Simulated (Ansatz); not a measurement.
Breaking the H–H spacing in H6 ring (multiplicity 1 held). Energies count from the point at 0.900 Å.
Geometry at that point (charge 0, multiplicity 1):
```xyz
6

H      0.9000     0.0000     0.0000
H      0.4500     0.7794     0.0000
H     -0.4500     0.7794     0.0000
H     -0.9000     0.0000     0.0000
H     -0.4500    -0.7794     0.0000
H      0.4500    -0.7794     0.0000
```

Signs of static correlation in cc-pVDZ, with CASSCF(6,6), from Ansatz (a first-principles code) runs.

| R (Å) | T1 of restricted CCSD | ⟨S²⟩ of UHF | largest double amplitude of restricted CCSD | weight of the CASSCF reference in MRCISD | CASSCF natural occupations |
|---|---|---|---|---|---|
| 0.700 | 0.002 | 0.000 | 0.033 | 0.974 | 2.00 1.98 1.98 0.02 0.02 0.00 |
| 0.800 | 0.003 | 0.000 | 0.039 | 0.973 | 1.99 1.97 1.97 0.03 0.03 0.01 |
| 0.900 | 0.004 | 0.000 | 0.052 | 0.973 | 1.99 1.96 1.96 0.04 0.04 0.01 |
| 1.100 | 0.008 | 0.000 | 0.085 | 0.975 | 1.98 1.94 1.94 0.06 0.06 0.02 |
| 1.300 | 0.013 | 0.463 | 0.127 | 0.978 | 1.96 1.89 1.89 0.11 0.11 0.04 |
| 1.500 | 0.019 | 1.342 | 0.187 | 0.983 | 1.91 1.81 1.81 0.19 0.19 0.08 |
| 1.800 | 0.032 | 2.156 | 0.338 | 0.991 | 1.80 1.61 1.61 0.39 0.39 0.20 |
| 2.100 | … | 2.606 | … | 0.996 | 1.63 1.41 1.41 0.60 0.60 0.37 |
| 2.500 | 0.099 | 2.869 | 1.122 | 0.999 | 1.40 1.22 1.22 0.78 0.78 0.59 |
| 3.000 | 0.128 | 2.969 | 1.488 | 1.000 | 1.20 1.10 1.10 0.90 0.90 0.79 |
| 3.600 | 0.134 | 2.995 | 1.670 | 1.000 | 1.08 1.04 1.04 0.96 0.96 0.92 |

**Question.** Fill in the missing entries.

**Answer.** 
- 2.100, T1 of restricted CCSD: 0.056
- 2.100, largest double amplitude of restricted CCSD: 0.631

Doubts at one or more of the structures used: a restricted determinant that unrestricted orbitals would lower (R-CCSD(T)/cc-pVDZ); other coupled-cluster roots lie near (R-CCSD(T)/cc-pVDZ); T1 above 0.05 (R-CCSD(T)/cc-pVDZ, U-CCSD(T)/cc-pVDZ); a spin-contaminated determinant (U-CCSD(T)/cc-pVDZ); the program's own flag: large difference (U-CCSD(T)/cc-pVDZ).
